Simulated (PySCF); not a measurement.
Basis-set dependence of population analyses: `C#[N+][AlH2-][O]C`

C2H6AlNO.
Cartesian coordinates in Å at the PBE0-D3(BJ)/def2-SVP level; atoms count from 1:
```
atom  x, y, z in Å
C1     2.569    1.063   -0.438
N2     1.805    0.215   -0.317
Al3    0.377   -1.288   -0.002
O4    -0.830   -0.350    0.798
C5    -1.894    0.412    0.360
H6     3.289    1.862   -0.549
H7     0.114   -1.673   -1.532
H8     1.262   -2.201    0.956
H9    -1.672    1.498    0.407
H10   -2.788    0.245    0.990
H11   -2.192    0.192   -0.687
```

PBE0 throughout (PySCF), one geometry, spherical d and f functions. The structure is a single PBE0-D3(BJ)/def2-SVP conformer in the gas phase; no vibrational or solvent corrections. Atoms taken as equivalent share a column and are averaged. The first 7 of 8 kinds of atom are listed.

Mulliken charges (e):

| basis | functions | C1 | N2 | Al3 | O4 | C5 | H6 | H7/H8 |
| --- | --- | --- | --- | --- | --- | --- | --- | --- |
| pcSseg-0 | 61 | +0.075 | -0.364 | +1.108 | -0.876 | -0.252 | +0.374 | -0.314 |
| 6-31G* | 86 | +0.082 | -0.235 | +0.521 | -0.616 | -0.225 | +0.340 | -0.148 |
| cc-pVDZ | 104 | +0.112 | -0.061 | +0.449 | -0.525 | +0.102 | +0.159 | -0.147 |
| def2-SVP | 104 | +0.020 | -0.004 | +0.658 | -0.573 | +0.154 | +0.154 | -0.224 |
| aug-cc-pVDZ | 173 | +0.045 | +0.005 | +0.362 | -0.806 | +0.872 | -0.017 | +0.111 |
| 6-311+G(2d,p) | 179 | -0.061 | -0.072 | +0.849 | -0.759 | -0.212 | +0.231 | -0.171 |
| def2-TZVP | 197 | -0.035 | +0.057 | +0.283 | -0.380 | -0.192 | +0.249 | -0.140 |
| cc-pVTZ | 238 | +0.012 | +0.044 | +0.221 | -0.330 | -0.088 | +0.222 | -0.132 |
| IGLO-III | 244 | +0.203 | -0.304 | +0.986 | -0.572 | -0.238 | +0.251 | -0.312 |

IAO charges (e):

| basis | functions | C1 | N2 | Al3 | O4 | C5 | H6 | H7/H8 |
| --- | --- | --- | --- | --- | --- | --- | --- | --- |
| pcSseg-0 | 61 | +0.094 | -0.104 | +0.685 | -0.631 | -0.195 | +0.242 | -0.220 |
| 6-31G* | 86 | +0.089 | -0.108 | +0.734 | -0.666 | -0.171 | +0.244 | -0.230 |
| cc-pVDZ | 104 | +0.081 | -0.100 | +0.731 | -0.664 | -0.169 | +0.245 | -0.229 |
| def2-SVP | 104 | +0.089 | -0.099 | +0.748 | -0.661 | -0.161 | +0.239 | -0.240 |
| aug-cc-pVDZ | 173 | +0.078 | -0.100 | +0.748 | -0.682 | -0.179 | +0.248 | -0.231 |
| 6-311+G(2d,p) | 179 | +0.081 | -0.104 | +0.768 | -0.689 | -0.182 | +0.248 | -0.238 |
| def2-TZVP | 197 | +0.080 | -0.104 | +0.774 | -0.688 | -0.178 | +0.248 | -0.241 |
| cc-pVTZ | 238 | +0.080 | -0.103 | +0.765 | -0.684 | -0.180 | +0.249 | -0.238 |
| IGLO-III | 244 | +0.079 | -0.104 | +0.776 | -0.690 | -0.181 | +0.249 | -0.241 |

Which scheme is steadiest as the basis changes?

Largest range over the bases for any column: IAO 0.09 e, Mulliken 1.12 e. IAO charges move least and Mulliken charges most, counted in e.

How much do the charges still move between the two largest bases, cc-pVTZ and IGLO-III?

At most, over all atoms: Mulliken 0.765 e, IAO 0.011 e.

What do the same runs give for the total energy, the frontier levels and the dipole moment?

```csv
basis,energy (Eh),HOMO (eV),LUMO (eV),μ (D)
pcSseg-0,-451.1131,-6.82,-1.51,6.96
6-31G*,-451.8410,-6.87,-1.15,6.61
cc-pVDZ,-451.8702,-6.93,-1.27,6.51
def2-SVP,-451.6327,-6.96,-1.38,6.62
aug-cc-pVDZ,-451.8865,-7.09,-1.58,6.51
"6-311+G(2d,p)",-451.9364,-7.13,-1.59,6.57
def2-TZVP,-451.9591,-7.10,-1.50,6.57
cc-pVTZ,-451.9522,-7.07,-1.46,6.56
IGLO-III,-451.9626,-7.12,-1.57,6.56
```

The dipole is fixed by the density alone, so its range of 0.45 D shows that the density itself changes with the basis, not only its division among atoms.
